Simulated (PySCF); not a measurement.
# Correlation energy of O⁺ (oxygen, charge +1)

[He] 2s2 2p3, high-spin 4S determinant. Computed with PySCF 2.14 in cc-pVTZ-DK (4s3p2d1f, 30 functions), with the spin-free X2C one-electron Hamiltonian (Gaussian nucleus). Frozen: 1s2; 5 electrons correlated.

MP2 pair energies summed by pair of shells (mhartree):

```tsv
pair	energy	share (%)
2s-2p	-64.15	65.7
2p-2p	-23.48	24.0
2s-2s	-10.06	10.3
```

Total MP2 correlation energy: -97.69 mhartree.

Same-spin part -29.17 and opposite-spin part -68.52 mhartree; SCS-MP2 scales them by 1/3 and 6/5 to -91.95 mhartree.

```
  level  correlation energy (mhartree)
   CCSD                        -112.75
    (T)                          -1.60
CCSD(T)                        -114.35
```

Diagnostics: T1 = 0.0040, D1 = 0.0090, largest double amplitude 0.036.

Cost of the coupled-cluster step: 0.27 s of wall time on 1 thread of Neoverse-V2 (shared host), for 5 correlated electrons.
